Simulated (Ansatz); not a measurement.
Mulliken charges of CH5AlOSi (`[CH2]1O[SiH2][AlH]1`) from r2SCAN/def2-TZVPP in Ansatz (PBE0-D4/def2-TZVP geometry).

```tsv
atom	x (Å)	y (Å)	z (Å)	charge (e)
C1	-0.310	1.023	-0.653	-0.103
O2	0.621	-0.021	-1.023	-0.382
Si3	0.768	-1.224	0.136	0.303
Al4	-0.859	0.279	1.121	0.393
H5	-1.090	1.098	-1.420	0.058
H6	0.213	1.986	-0.643	0.058
H7	2.178	-1.338	0.615	-0.096
H8	0.422	-2.561	-0.433	-0.096
H9	-1.855	0.712	2.284	-0.136
```

Question: By hand: the dipole of these point charges (1 e Å = 4.8032 D).

Answer: Σ q r = (-0.358, 0.098, 0.492) e Å, of length 0.616 e Å = 2.96 D.

Question: How does the dipole of the full density compare? (Best estimate.)

Answer: Computed: (-0.249, 0.143, 0.256) e Å, 1.85 D; the point charges give 1.60 times that, at 15° from its direction.

Point charges leave out the atoms' own dipoles, such as those of lone pairs, and Mulliken's split depends on the basis, so the two needn't agree.
